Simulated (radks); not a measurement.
Problem. Spherical quantum dot in the effective-mass picture: electrons in a parabolic well V = omega^2 r^2 / 2 with omega = 1.47, all in effective atomic units (hartree* = m*/eps^2 hartree, bohr* = eps/m* bohr), one dielectric constant everywhere. Calculated with a radial shooting solver with Libxc functionals: non-relativistic Kohn-Sham, PBE, spin-polarised, spherical densities. Levels are named by radial order and angular momentum (1s, 1p, 1d, 2s, ...), and open shells are averaged over m. At N = 17 the configuration is 1s2 1p6 1d(up 5, down 4). Does electron 18 go into 2s up or 1d down or 2s down?

Solution. Into 1d down. The total energies of the other choices lie higher by 0.120 hartree* (2s up), 0.133 hartree* (2s down).
